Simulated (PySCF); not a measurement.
C2H6GeO3, SMILES [OH][GeH]([C](=O)C)[OH]. Atoms are numbered in the order given.

```xyz
12

C      2.2072    -0.7543     0.3199
C      1.3167     0.1523    -0.4744
O      1.7131     0.9458    -1.2929
Ge    -0.6508     0.0668    -0.1316
O     -1.1104     1.1021     1.2428
O     -0.9557    -1.5895     0.4242
H      1.8491    -1.7927     0.2412
H      3.2496    -0.6634    -0.0160
H      2.1289    -0.4828     1.3862
H     -1.4786     0.4646    -1.3714
H     -1.4696     1.9545     0.9752
H     -1.7719    -1.6723     0.9298
```
Charge 0, spin multiplicity 1.

The structure is a stationary point at PBE0-D3(BJ)/def2-SVP. The structure was generated by enumeration, and PubChem lists no compound with its InChIKey, so it may never have been made. The values are those of a single conformer.

The numbers are results of PBE/def2-TZVP (PySCF), not measurements.

The molecule is in vacuum.

```json
{
  "total_energy": "-2382.01405 hartree",
  "highest_occupied_level": "-5.52 eV",
  "lowest_empty_level": "-2.42 eV",
  "orbital_gap": "3.10 eV",
  "dipole_moment": "1.53 D",
  "quadrupole, principal values (traceless, Buckingham form, about the centre of nuclear charge)": "-8.83, -1.37, 10.20 D·Å",
  "mean_static_polarisability": "65.6 bohr³ (9.73 Å³)",
  "polarisability_principal_values": "53.7, 66.7, 76.5 bohr³"
}
```
